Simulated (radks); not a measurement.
The numbers below are computed, except where a source is named.
Question: Orbital eigenvalues (eV) of the lutetium ion Lu56+, [Ne] 3s2 3p3, of relativity; Dirac values are averaged over j with weights 2j + 1. Spin-unpolarised spherical Kohn-Sham, BLYP, point nucleus unless stated (finite: rms radius 5.37 fm), a radial shooting solver on a logarithmic mesh with Libxc functionals. A level marked "c x" has the speed of light scaled by that factor and shares open shells by 2j + 1; other Dirac levels either fill j = l - 1/2 first or share by 2j + 1.

shell  non-rel.
1s       -62687
2s       -13541
2p       -13180
3s      -5529.9
3p      -5393.7

Give the values at the level "Dirac, c x 5".

Answer: 
shell  Dirac, c x 5  change of magnitude (%)
1s           -62853                    +0.26
2s           -13587                    +0.34
2p           -13197                    +0.13
3s          -5544.1                    +0.26
3p          -5400.3                    +0.12
